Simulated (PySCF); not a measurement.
# NbNBr₂, singlet: structure and spectrum

These are results of PBE0 in PySCF with Nb def2-TZVP with ECP28, N def2-TZVP, Br def2-TZVP; scalar-relativistic core potentials, no spin–orbit coupling; density-fitted integrals, not measurements.

The structure is a minimum.

```
Point group                                                                   : Cs
Bond lengths                                                                  : Nb–Br 2.459 Å (×2), Nb–N 1.641 Å
Bond angles                                                                   : Br–Nb–Br 118.8°, Br–Nb–N 107.8° (×2)
Principal polarisabilities                                                    : 56.1, 82.3, 109.6 bohr³
Enthalpy at 298.15 K above 0 K                                                : 17.46 kJ/mol
Zero-point energy                                                             : 13.0 kJ/mol
Atomisation energy without zero-point energy                                  : 1336 kJ/mol
Highest occupied level                                                        : -8.09 eV
Principal quadrupole moments (Buckingham, traceless) about the centre of mass : -9.74, -4.38, 14.12 D Å
Dipole moment                                                                 : 3.95 D
Heat capacity Cp at 298.15 K                                                  : 72.1 J/(mol K)
Rotational symmetry number                                                    : 1
Rotational constants                                                          : 0.1079, 0.02335, 0.01987 cm⁻¹
Lowest empty level                                                            : -3.94 eV
Entropy at 298.15 K and 1 bar                                                 : 354.9 J/(mol K)
```

Harmonic modes (masses in u: Nb 92.906, N 14.003, Br 78.918):
```json
{"symmetry": "a'", "ω (cm⁻¹)": "53", "IR (km/mol)": "6.4", "μ (u)": "76.60", "type": "bend"}
{"symmetry": "a'", "ω (cm⁻¹)": "146", "IR (km/mol)": "22.3", "μ (u)": "20.96", "type": "bend"}
{"symmetry": "a''", "ω (cm⁻¹)": "214", "IR (km/mol)": "1.1", "μ (u)": "17.74", "type": "bend"}
{"symmetry": "a'", "ω (cm⁻¹)": "266", "IR (km/mol)": "20.4", "μ (u)": "78.35", "type": "mixed"}
{"symmetry": "a''", "ω (cm⁻¹)": "342", "IR (km/mol)": "81.6", "μ (u)": "52.22", "type": "mixed"}
{"symmetry": "a'", "ω (cm⁻¹)": "1145", "IR (km/mol)": "110", "μ (u)": "15.75", "type": "stretch"}
```

Charges (e):
| atom | Mulliken | Löwdin | polar tensor | Mayer order to Nb1 |
| --- | --- | --- | --- | --- |
| Nb1 | 1.20 | 0.12 | 1.68 | – |
| N2 | -0.46 | -0.27 | -0.64 | 2.86 |
| Br3,4 | -0.37 | 0.08 | -0.52 | 1.02 |

Mulliken populations on Nb1 (electrons outside its core potential): s 2.20, p 6.23, d 3.32, f 0.06.

Formally Nb is in oxidation state +5, d0. The polar-tensor charge on Nb, 1.68, is far below the formal one.

Stability towards spin polarisation was not tested. Other isomers or separated fragments may lie lower.

The final relaxation and frequency run took of the order of 14 core-minutes on a shared host.
